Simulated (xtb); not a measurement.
Harmonic IR lines of one isomer of C₁₀H₈SSi, unscaled. All values below come from xtb with GFN2-xTB.

```json
[
 {"wavenumber (cm⁻¹)": "551", "relative intensity": "7.2"},
 {"wavenumber (cm⁻¹)": "583", "relative intensity": "8.9"},
 {"wavenumber (cm⁻¹)": "762", "relative intensity": "3.2"},
 {"wavenumber (cm⁻¹)": "776", "relative intensity": "22"},
 {"wavenumber (cm⁻¹)": "786", "relative intensity": "100"},
 {"wavenumber (cm⁻¹)": "886", "relative intensity": "5.4"},
 {"wavenumber (cm⁻¹)": "1136", "relative intensity": "3.9"},
 {"wavenumber (cm⁻¹)": "1176", "relative intensity": "3.9"},
 {"wavenumber (cm⁻¹)": "2234", "relative intensity": "48"},
 {"wavenumber (cm⁻¹)": "2241", "relative intensity": "39"},
 {"wavenumber (cm⁻¹)": "2261", "relative intensity": "35"},
 {"wavenumber (cm⁻¹)": "3080", "relative intensity": "8.0"}
]
```

### Question
Name which structure gives these lines.
A) `C#Cc1cc2cccc([SiH3])c2s1`
B) `C#Cc1cc2ccc([SiH3])cc2s1`
C) `C#Cc1cc([SiH3])cc2sccc12`
D) `C#Cc1cc([SiH3])cc2ccsc12`

### Answer
B, `C#Cc1cc2ccc([SiH3])cc2s1`
